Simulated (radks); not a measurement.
The numbers below are computed, except where a source is named.
Ionisation of the argon ion Ar2+, [Ne] 3s2 3p4, to [Ne] 3s2 3p3 as the strength of local exchange is varied. Level of theory: Dirac Kohn-Sham, Slater X-alpha exchange (alpha = 2/3 is LDA exchange), no correlation, spin-unpolarised, spherical densities, finite nucleus; open shells are shared between the two j in proportion to 2j + 1; Fermi nuclear charge, rms radius 3.4274 fm (a radial shooting solver on a logarithmic mesh with Libxc functionals).

alpha  E(Ar2+) (hartree)  exchange (hartree)  IE (eV)  -e of the level emptied (eV)  <r> of it (bohr)
0.638         -523.67727           -25.91865   40.563                33.379 (3p3/2)             1.484
0.667         -524.85645           -27.14526   41.108                33.898 (3p3/2)             1.477
0.776         -529.30737           -31.79323   43.192                35.883 (3p3/2)             1.451
0.789         -529.84020           -32.35155   43.444                36.124 (3p3/2)             1.448
0.849         -532.30490           -34.93933   44.617                37.244 (3p3/2)             1.434
0.969         -537.26135           -40.16890   47.010                39.534 (3p3/2)             1.407
0.983         -537.84195           -40.78370   47.293                39.806 (3p3/2)             1.404

NIST Atomic Spectra Database: 40.74 eV (semi-empirical). The Delta-SCF value meets it near alpha = 0.65. Spin polarisation and multiplet splitting are left out, so open shells lie too high by an amount that depends on their filling.

Beside tabulated values, note that spin-unpolarised runs miss the spin-polarisation part of the exchange energy of open shells.
